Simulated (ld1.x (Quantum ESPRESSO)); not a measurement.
**Debugging a pseudopotential input (cerium, ld1.x (Quantum ESPRESSO) 7.5)**

Command:

```bash
ld1.x < Ce.in > Ce.out
```

Input:

```
&input
   title='Ce', zed=58., rel=1, dft='PZ', iswitch=3, dx=0.05,
   config='[Xe] 4f1 5d1 6s2 6p0',
   nld=3, rlderiv=3.40, eminld=-5.0, emaxld=5.0, deld=0.02
 /
 &inputp
   pseudotype=2, tm=.true., lloc=0,
   nlcc=.false.,
   file_pseudopw='Ce.UPF', file_wfcaegen='ae.wfc', file_wfcncgen='nc.wfc', file_beta='beta', file_chi='chi'
 /
3
5P  2  1   6.00   0.00  1.65  1.65  0.0
5D  3  2   1.00   0.00  3.15  3.15  0.0
5S  1  0   2.00   0.00  1.40  1.40  0.0
 &test
   configts(1)='5s2 5p6 5d1 6s2 6p0'
 /
```

This is an input that runs to its end, with one change: mesh step dx=0.05.

Problem. How does the run end?

Solution. The program runs through. The occupied levels of the test differ from the all-electron ones by at most 0.00370 Ry (unchanged input: 0.00372 Ry).

```

     n l     nl             e AE (Ry)        e PS (Ry)    De AE-PS (Ry)
     1 0     5S   1( 2.00)       -2.99321       -2.99323        0.00001
     2 1     5P   1( 6.00)       -1.71246       -1.71250        0.00004
     3 2     5D   1( 1.00)       -0.23394       -0.23395        0.00000
     2 0     6S   1( 2.00)       -0.28562       -0.28932        0.00370
     3 1     6P   1( 0.00)       -0.10375       -0.10431        0.00056

     eps = 9.4E-15  iter = 18

     Etot =  -17707.789164 Ry,   -8853.894582 Ha, -240926.745246 eV
     Etotps =   -64.853684 Ry,     -32.426842 Ha,    -882.379323 eV

     Ekin =      16.319130 Ry,       8.159565 Ha,     222.033068 eV
     Encl =    -124.611568 Ry,     -62.305784 Ha,   -1695.426760 eV
     Ehrt =      50.303998 Ry,      25.151999 Ha,     684.420755 eV
     Ecxc =      -8.224007 Ry,      -4.112003 Ha,    -111.893313 eV
     Epseu=       1.358764 Ry,       0.679382 Ha,      18.486927 eV

     ---------------------- End of pseudopotential test ----------------------
```
